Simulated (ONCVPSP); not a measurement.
**Varying the ONCV potential for Ho (Z = 67)**

Base potential:

* Element: Ho (Z = 67)
* Generator: ONCVPSP 4.0.1
* Type: optimised norm-conserving Vanderbilt (ONCV)
* Functional: PBE
* Relativity: fully relativistic
* Frozen core: [Kr] 4d10 4f10
* Valence charge: 11
* Reference configuration: 5s2 5p6 5d1 6s2
* Partial waves: 5s+6s: rc 2.40 bohr, ncon 4, nbas 8, qcut 4.8 1/bohr, 2 projectors; 5p: rc 1.70 bohr, ncon 4, nbas 8, qcut 5 1/bohr, 2 projectors, debl 3.6 Ha; 5d: rc 2.65 bohr, ncon 4, nbas 9, qcut 6.3 1/bohr, 2 projectors, debl 0.4 Ha
* Local potential: polynomial inside 1.20 bohr (lpopt 5, dvloc0 0 Ha)
* Core correction: polynomial model core, fcfact 0.75

Open shells are filled in proportion to 2j + 1.

Cutoffs, loose and tight: the cutoffs (Ha) at which the residual kinetic energy of the hardest occupied pseudo-wave falls to 1 and 0.1 mHa per electron. They do not see the model core or the augmentation charge, which bear on the density cutoff. Test errors are all-electron minus pseudo excitation energies from the reference, over the configurations 5s2 5p6 5d1 6s1; 5s2 5p6 5d1 6s0; 5s2 5p6 5d0 6s0; 5s2 5p6 5d1 6s1 6p1. A dash means not determined; rows that change the core or the reference have their own tests. The largest error is taken over the tests solved by every variant that gives reliable tests at all: 5s2 5p6 5d1 6s0; 5s2 5p6 5d1 6s1; 5s2 5p6 5d1 6s1 6p1.

A true bound ghost makes a file unfit for plane-wave use even where its test errors are small: the radial tests pick states by their node count and pass the ghost by.

```csv
change,outcome,"cutoff, loose","cutoff, tight",bound ghosts,GHOST(+) flags above zero,largest test error (meV)
base,generated,21 Ha,66 Ha,none,"s, p1/2",-25
reference 5s2 5p6 5d1 6s1,generated,21 Ha,66 Ha,none,"s, p1/2",-637
p: qcut 4.3,generated,36 Ha,68 Ha,none,"s, p1/2",-25
"local potential polynomial inside 1.30 bohr (lpopt 1, dvloc0 0 Ha)",generated,21 Ha,66 Ha,none,s,-26
d: qcut 6.7,generated,21 Ha,66 Ha,none,"s, p1/2",-25
s: rc 3.32,generated,21 Ha,66 Ha,s,p1/2,-30
"local potential polynomial inside 1.20 bohr (lpopt 5, dvloc0 1.5 Ha)",generated,21 Ha,66 Ha,none,"s, p3/2, p1/2",-25
```

(1) What comes out with this change to the base: core correction Teter function, fcfact 3.5, rcfact 1.45?

## Answers

(1) outcome: generated; cutoff, loose: 21 Ha; cutoff, tight: 66 Ha; bound ghosts: none; GHOST(+) flags above zero: s, p1/2; largest test error (meV): +16.
